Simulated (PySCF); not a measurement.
PySCF 2.14 output of a UHF calculation on a single atom or ion in x2c-TZVPPall, with scalar relativity by spin-free X2C-1e:

```
SCF conv_tol = 1e-09
number electrons alpha = 22  beta = 19
cycle= 1 E= -3817.20838535833  delta_E= -0.00613  |g|= 0.0268  |ddm|= 0.0482
cycle= 2 E= -3817.20864952219  delta_E= -0.000264  |g|= 0.00593  |ddm|= 0.0103
cycle= 3 E= -3817.20866413269  delta_E= -1.46e-05  |g|= 0.000728  |ddm|= 0.00519
cycle= 4 E= -3817.20866438024  delta_E= -2.48e-07  |g|= 0.000239  |ddm|= 0.00122
cycle= 5 E= -3817.20866445373  delta_E= -7.35e-08  |g|= 4.61e-05  |ddm|= 0.00138
cycle= 6 E= -3817.20866445779  delta_E= -4.06e-09  |g|= 7.03e-06  |ddm|= 0.000443
cycle= 7 E= -3817.20866445785  delta_E= -5.68e-11  |g|= 5.19e-07  |ddm|= 5.62e-05
converged SCF energy = -3817.20866445785  <S^2> = 3.7750886  2S+1 = 4.0125247
```

The run itself started from symmetry-adapted Hartree-Fock orbitals and held the occupation by maximum overlap, so the iterations belong to that start.

Question: Which element, charge and spin multiplicity is this?

Answer: Nb (niobium, neutral), multiplicity 4; the state was [Kr] 4d3 5s2, high-spin 4F determinant (an excited configuration).
